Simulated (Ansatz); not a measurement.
A structure relaxed at PBE0-D4/def2-TZVP, charge 0, multiplicity 1:

```
atom   x (Å)   y (Å)   z (Å)
  C1   0.583  -2.068   2.385
  C2  -0.443  -1.385   1.891
 Sn3  -0.201   0.066   0.349
  C4   1.888   0.347   0.034
  C5   2.596  -0.392  -0.813
  C6  -1.080  -0.600  -1.474
  C7  -0.614  -0.253  -2.669
  C8  -1.145   1.894   0.904
  C9  -1.991   2.525   0.098
 H10   1.599  -1.923   2.027
 H11   0.457  -2.809   3.172
 H12  -1.438  -1.572   2.290
 H13   2.400   1.126   0.596
 H14   3.664  -0.239  -0.957
 H15   2.147  -1.183  -1.408
 H16  -1.952  -1.248  -1.425
 H17   0.256   0.387  -2.789
 H18  -1.079  -0.598  -3.590
 H19  -0.931   2.325   1.880
 H20  -2.244   2.141  -0.887
 H21  -2.472   3.459   0.383
```

(1) Give its formula and SMILES.

(2) Point group (tolerance 0.08 Å, 0.16 Å for H)?

(3) Summarise the bond lengths by kind.

Answers

(1) C8H12Sn, `C=[CH][Sn]([CH]=C)([CH]=C)[CH]=C`.

(2) C2.

(3) 4 × C–C 1.328 to 1.329 Å; 12 × C–H 1.087 to 1.088 Å; 4 × C–Sn 2.131 Å.

Program: Ansatz 0.2.0.
